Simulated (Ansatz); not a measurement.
Consider the redistribution: `O=[C]([SeH])[InH][OH]` + `OB(Cl)Cl` → `[OH][InH][B](Cl)Cl` + `O=C(O)[SeH]`.

Gas-phase electronic energies from Ansatz, PBE0-D4/def2-TZVP geometries. CBS: MP2 limit from def2 TZ/QZ plus the TZ coupled-cluster correction, frozen cores. This one scheme is used for every species. DFT in def2-TZVPP. Elements past krypton have def2 core potentials. For In, Se outer-core shells are correlated without core-valence functions, which leaves a few kJ/mol of doubt a bond. Scalar relativity is left out up to krypton. One conformer a species, not always the lowest.

Problem. Is it downhill or uphill in electronic energy at CCSD(T)/CBS, and by how much? (An estimate is asked.)

Solution. Computed: Uphill: ΔE = +28.1 kcal/mol.

Problem. What do these levels give: LDA (SPW92), PBE0-D4, BHLYP-D4, B2PLYP, revPBE, BHLYP, HF/def2-SVP, MP2/def2-TZVPP, SCS-MP2/def2-TZVPP, MP2/def2-QZVPP, SCS-MP2/def2-QZVPP, MP2/CBS(def2)? (Estimate.)

Solution. Ansatz gave: LDA (SPW92) 25.4, PBE0-D4 25.9, BHLYP-D4 28.2, B2PLYP 29.0, revPBE 26.9, BHLYP 28.1, HF/def2-SVP 27.1, MP2/def2-TZVPP 28.4, SCS-MP2/def2-TZVPP 28.4, MP2/def2-QZVPP 28.5, SCS-MP2/def2-QZVPP 28.6, MP2/CBS(def2) 28.5 kcal/mol.

Largest T1 diagnostic among the species: 0.017.

From BLYP to BHLYP (50 % exact exchange), in def2-TZVPP and without D4, ΔE moves by −1.8 kcal/mol. Leaving LDA and LC-ωPBE aside and taking each functional with its dispersion term where it has one, the values, not all of them listed here, spread over 4.5 kcal/mol, from ωB97X-V to BLYP-D4. LDA lies −1.4 kcal/mol from PBE without D4.
